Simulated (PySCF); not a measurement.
Two structures of BH₄OF₃, closed shell, reached by relaxing down either side of one saddle point (PBE0-D4/def2-TZVP). Energies are electronic, without zero-point energy. PySCF 2.14 with density fitting (its default auxiliary sets; JK sets also for MP2 and CCSD(T)); basis: def2-TZVPP and def2-QZVPP; cores frozen in the correlated methods. Extrapolation: Hartree–Fock as exp(−7.88 √X), correlation as X^−2.97. First:

| atom | x (Å) | y (Å) | z (Å) |
| --- | --- | --- | --- |
| B1 | -0.3702 | -0.8711 | -0.0753 |
| H2 | -1.3043 | -0.1008 | -0.2697 |
| F3 | -0.3453 | -1.9568 | -0.8739 |
| F4 | -0.0904 | -1.1151 | 1.2363 |
| H5 | 0.8163 | 0.9540 | -0.2885 |
| O6 | 0.9480 | 0.0340 | -0.5918 |
| H7 | -1.0447 | 1.4489 | 0.2400 |
| F8 | -0.4060 | 2.1345 | 0.2814 |
| H9 | 1.7546 | -0.3106 | -0.1860 |

Second:

B1  (0.109, -1.203, -0.070)
H2  (-1.783, 0.812, 1.255)
F3  (-0.794, -1.350, -1.009)
F4  (0.120, -2.025, 0.963)
H5  (0.673, 1.361, -0.903)
O6  (1.027, -0.210, -0.190)
H7  (-1.438, 1.300, 0.806)
F8  (0.451, 2.243, -1.111)
H9  (1.648, -0.163, 0.542)
(Å)

**Question.** Which bonds change from the first to the second?

**Answer.** BHF₂ ([F][BH][F]) + H₂O + HF → BHOF₂ ([OH][B]([F])[F]) + HF + H₂; bonds formed: H2–H7, H5–F8; dative contacts that become bonds: B1–O6; bonds broken: B1–H2, H5–O6, H7–F8.

**Question.** Give the saddle point's structure and its height above each. (An estimate is asked for; the value comes from the calculation.)

**Answer.** By the calculation: 79.8 kJ/mol above the first and 156.4 kJ/mol above the second (CCSD(T) at an estimated basis limit (MP2 extrapolated from triple and quadruple zeta, plus CCSD(T) − MP2 in triple zeta)).
B1  (-0.325, -0.789, 0.079)
H2  (-1.181, 0.279, 0.391)
F3  (-0.941, -1.402, -0.938)
F4  (-0.209, -1.451, 1.248)
H5  (0.726, 0.957, -0.448)
O6  (0.983, -0.184, -0.333)
H7  (-0.749, 1.045, 0.059)
F8  (0.032, 1.891, -0.388)
H9  (1.663, -0.346, 0.329)
(Å)

The T1 diagnostic stays at or below 0.012.

Labels in which every atom is bracketed show which atoms are joined, not bond orders.

For scale, one of the runs: CCSD(T)/def2-TZVPP, 211 basis functions, launched by `OMP_NUM_THREADS=4 python run.py`. Time: 22 min of wall clock on 4 CPU threads of an Intel Xeon; the host was shared. Peak host memory: 4.2 GiB.
